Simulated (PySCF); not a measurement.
**J couplings in C6H12Se**

Geometry:
| atom | x (Å) | y (Å) | z (Å) |
| --- | --- | --- | --- |
| C1 | -2.352 | -0.195 | -0.737 |
| C2 | -1.244 | 0.840 | -0.618 |
| C3 | -0.477 | 0.787 | 0.700 |
| C4 | 0.245 | -0.543 | 0.971 |
| C5 | 1.249 | -0.909 | -0.082 |
| C6 | 2.431 | -0.006 | -0.211 |
| Se7 | 1.038 | -2.324 | -1.122 |
| H8 | -1.950 | -1.220 | -0.748 |
| H9 | -3.063 | -0.120 | 0.103 |
| H10 | -2.923 | -0.059 | -1.667 |
| H11 | -1.668 | 1.852 | -0.728 |
| H12 | -0.539 | 0.717 | -1.458 |
| H13 | -1.174 | 0.961 | 1.538 |
| H14 | 0.248 | 1.617 | 0.738 |
| H15 | 0.778 | -0.454 | 1.936 |
| H16 | -0.484 | -1.358 | 1.076 |
| H17 | 3.128 | -0.350 | -0.983 |
| H18 | 2.103 | 1.019 | -0.455 |
| H19 | 2.959 | 0.064 | 0.756 |

Couplings: B3LYP/pcJ-1 (pcSseg-1 on Se) (without the spin–dipole term) in PySCF 2.14.0 with density-fitted response routines, geometry PBE0-D3(BJ)/def2-SVP; gas phase, one conformer, non-relativistic. Couplings are averaged over pairs made equivalent by symmetry, fast rotation or ring inversion, so a value needn't be that of the named pair in this geometry, while other rotamers aren't included; one pair stands for each set, and the list holds a selection of those of at least 0.8 Hz over up to four bonds.

Isotopes: $^{13}$C, $^{1}$H.

| pair | bonds | J (Hz) |
| --- | --- | --- |
| C1, C2 | 1 | 36.8 |
| C1, H8 | 1 | 132.2 |
| C2, C3 | 1 | ? |
| C2, H11 | 1 | 130.8 |
| C3, C4 | 1 | ? |
| C3, H13 | 1 | 132.7 |
| C4, C5 | 1 | 38.3 |
| C4, H15 | 1 | 136.6 |
| C5, C6 | 1 | 39.8 |
| C6, H17 | 1 | 135.7 |
| C2, C4 | 2 | -0.8 |
| C2, H13 | 2 | ? |
| C3, H11 | 2 | -3.0 |
| C4, C6 | 2 | ? |
| C5, H15 | 2 | -6.7 |
| H15, H16 | 2 | -13.1 |
| C2, C5 | 3 | 1.6 |
| C2, H15 | 3 | ? |
| C3, C6 | 3 | 1.0 |
| C3, H8 | 3 | 5.9 |
| C4, H11 | 3 | 6.2 |
| C4, H17 | 3 | ? |
| C5, H13 | 3 | 6.7 |
| H8, H11 | 3 | ? |
| H11, H14 | 3 | 10.0 |
| H13, H15 | 3 | ? |

Estimate the withheld couplings, with signs.

Answers


- $^{1}J$(C2,C3) = 36.7 Hz (bond length 1.526 Å)
- $^{1}J$(C3,C4) = 32.7 Hz (bond length 1.538 Å)
- $^{2}J$(C2,H13) = -3.1 Hz (angle at C3 109°)
- $^{2}J$(C4,C6) = 5.6 Hz (angle at C5 116°)
- $^{3}J$(C2,H15) = 5.4 Hz (mean over equivalent pairs that range from 2.0 to 8.8 Hz in this conformer)
- $^{3}J$(C4,H17) = 4.1 Hz (mean over equivalent pairs that range from 2.1 to 7.5 Hz in this conformer)
- $^{3}J$(H8,H11) = 8.4 Hz (mean over equivalent pairs that range from 3.2 to 17.2 Hz in this conformer)
- $^{3}J$(H13,H15) = 10.5 Hz (mean over equivalent pairs that range from 5.1 to 15.9 Hz in this conformer)

Relativistic effects of the heavier atoms present are left out.
